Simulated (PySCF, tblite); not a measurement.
One entry of a table of gas-phase calculations, keyed by method. Lists by class give the value and the number of equivalent atoms.

```json
{
 "formula": "C8H7O",
 "smiles": "C#C/C(C=O)=C/[C]=C\\C",
 "inchi": "InChI=1S/C8H7O/c1-3-5-6-8(4-2)7-9/h2-3,6-7H,1H3/b5-3?,8-6-",
 "charge": 0,
 "multiplicity": 2,
 "geometry_level": "GFN2-xTB",
 "atoms_angstrom": [
  ["C", -3.784, 1.404, -0.241],
  ["C", -2.713, 0.851, -0.303],
  ["C", -1.476, 0.212, -0.371],
  ["C", -1.441, -1.197, -0.688],
  ["O", -0.437, -1.881, -0.752],
  ["C", -0.292, 0.955, -0.12],
  ["C", 0.932, 0.445, -0.172],
  ["C", 2.138, -0.011, -0.199],
  ["C", 2.848, -0.638, 0.965],
  ["H", -4.716, 1.884, -0.19],
  ["H", -2.44, -1.635, -0.877],
  ["H", -0.413, 2.005, 0.126],
  ["H", 2.698, 0.012, -1.127],
  ["H", 3.789, -0.121, 1.147],
  ["H", 3.066, -1.679, 0.734],
  ["H", 2.234, -0.597, 1.86]
 ],
 "electronic_structure_code": "PySCF",
 "results": {
  "GFN2-xTB geometry": {
   "point_group": "C1",
   "rotational_constants_GHz": [3.625, 0.885, 0.745]
  },
  "GFN2-xTB harmonic vibrations, gas phase": {
   "strongest_ir_bands_cm-1_km_per_mol_modes": [
    [1293.9, 27.2, 1],
    [1371.6, 28.5, 1],
    [1423.5, 45.2, 1],
    [1657.3, 249.3, 1],
    [2003.6, 275.0, 1],
    [2761.1, 148.3, 1]
   ],
   "zpe_kcal_per_mol": 72.3
  },
  "UKS B3LYP, pcH-1 on C H O, non-relativistic, mean-field spin-orbit, GIAO": {
   "g_iso": 2.00357,
   "g_tensor": [2.00214, 2.00333, 2.00524],
   "s2": 0.773,
   "a_iso_by_class_MHz": [
    ["1H", 63.5, 1],
    ["13C", 43.9, 1],
    ["13C", -43.3, 1],
    ["13C", -32.7, 1],
    ["13C", 32.3, 1]
   ],
   "spin_populations_mulliken_by_atom": [0.35, -0.17, 0.49, -0.05, 0.18, -0.14, 0.37, -0.06, 0.02, -0.01, 0.0, 0.0, 0.03, 0.0, 0.0, 0.0]
  }
 }
}
```

At 9.50 GHz, hν = g·μB·B₀ (B₀ the magnetic field) puts the centre of the isotropic spectrum, to first order, at 338.8 mT. g_iso is shifted by about +1250 ppm from the free-electron value 2.002319; the principal values span 0.0031. ⟨S²⟩ is 0.023 above the pure-spin value S(S + 1) = 0.75.

 In GFN2-xTB open shells enter through the occupations alone, without spin polarisation, so single modes can be far off. Hyperfine couplings depend on the geometry, which wasn't re-optimised at a DFT level. The unpaired spin is shared among atoms: the largest Mulliken spin population is 0.49. Couplings of like nuclei are plain means over topologically equivalent atoms, as if these changed places fast (by rotation of a methyl-like group, say); in this geometry the members of some sets differ.

The values belong to the conformer `[CH:1]#[C:2]/[C:3]([CH:4]=[O:5])=[CH:6]/[C:7]=[CH:8]\[CH3:9]`: C2–C3–C4–O5 -178°.
